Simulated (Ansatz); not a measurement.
Wavefunction ladder for C2H3BF2O (`O=CC(F)BF`)

```
atom   x (Å)   y (Å)   z (Å)
  O1   0.787  -0.640  -1.829
  C2  -0.220  -0.462  -1.211
  C3  -0.327   0.454  -0.010
  F4  -1.655   0.542   0.369
  B5   0.582  -0.012   1.199
  F6   1.884  -0.025   1.032
  H7  -1.180  -0.962  -1.461
  H8   0.011   1.448  -0.338
  H9   0.117  -0.344   2.249
```

Total charge 0; spin multiplicity 1. Geometry: relaxed with PBE0-D4/def2-TZVP. It is one conformer, not always the lowest. Frozen core, restricted reference, Ansatz. CBS rows extrapolate triple and quadruple zeta; past MP2 they add the triple-zeta difference.

| basis | HF (Eh) | MP2 corr. |
| --- | --- | --- |
| def2-TZVPP | -376.09947 | -1.13304 |
| def2-QZVPP | -376.11603 | -1.22712 |

Problem. Estimate the CCSD correlation energy and the (T) correction in each basis where they were run (hartree).

Solution. 
```tsv
basis	CCSD corr.	(T)
def2-TZVPP	-1.15461	-0.04239
CBS(def2)	-1.31839	as TZ
```
